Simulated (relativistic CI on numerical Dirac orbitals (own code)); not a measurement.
**What each ingredient does to the levels of Ge22+**

Base calculation: Dirac-Coulomb-Breit CI, KLI orbitals optimised for each configuration, model QED, unscaled Slater integrals.

Configurations in the expansion (outside the closed core 1s2): 2s2 2p6, 2s2 2p5 3s, 2s2 2p5 3p, 2s2 2p5 3d, 2s 2p6 3s, 2s 2p6 3p, 2s 2p6 3d, 2s2 2p5 4s, 2s2 2p5 4p, 2s2 2p5 4d, 2s2 2p5 4f, 2s 2p6 4s, 2s 2p6 4p, 2s2 2p4 3s2, 2s2 2p5 5s, 2s2 2p5 5p, 2s 2p6 4d, 2s2 2p5 5d, 2s 2p6 4f, 2s2 2p5 5f, 2s2 2p5 5g, 2s2 2p4 3s 3p, 2s2 2p4 3p2, 2s2 2p4 3s 3d, 2s2 2p4 3p 3d, 2s 2p5 3s2, 2s 2p5 3s 3p, 2s2 2p4 3d2, 2s 2p6 5s, 2s 2p6 5p, 2s 2p6 5d, 2s 2p6 5f, 2s 2p5 3p2, 2s 2p6 5g, 2s 2p5 3s 3d, 2s 2p5 3p 3d. Levels of other configurations are missing.

Variants: (1) QED terms removed; (2) only the first 3 configurations. Shifts of the energy above 2s2 2p6 1S_0, in eV, for the lowest level and the first level of each name with at least 55 % of one term (blank where a level changes its place among those of its configuration and J or its character, or is not in the variant):

```csv
Level,Base,Δ(1),Δ(2)
2s2 2p6 1S_0,0.00,0.00,0.00
2s2 2p5 3s 3P°_2,1234.99,-0.20,+0.16
2s2 2p5 3s 1P°_1,1237.69,-0.21,+0.24
2s2 2p5 3s 3P°_0,1267.46,-0.28,+0.22
2s2 2p5 3s 3P°_1,1268.92,-0.28,+0.29
2s2 2p5 3p 3S_1,1277.72,+0.01,+0.80
2s2 2p5 3p 3D_3,1287.14,0.00,-0.03
2s2 2p5 3p 1P_1,1287.91,0.00,+0.13
2s2 2p5 3p 3P_2,1291.19,0.00,-0.11
2s2 2p5 3p 3P_0,1302.54,-0.02,+0.06
2s2 2p5 3p 3D_1,1312.56,-0.06,+0.01
2s2 2p5 3p 3P_1,1320.61,-0.07,+0.26
2s2 2p5 3p 1S_0,1333.83,-0.04,+1.23
2s2 2p5 3d 3P°_0,1342.09,+0.01,
```

At this charge energies of transitions that change n are usually good to better than 1 %, and those within a shell (Δn = 0) to a few per cent.

Ionisation energy from the two ground configurations alone: base 2176.77 eV. The NIST ASD value (measured) is 2178.2 eV.

LS names give the leading component of a level, which can be under half, so a name can repeat, a term be missing and a line seem to break the LS rules.
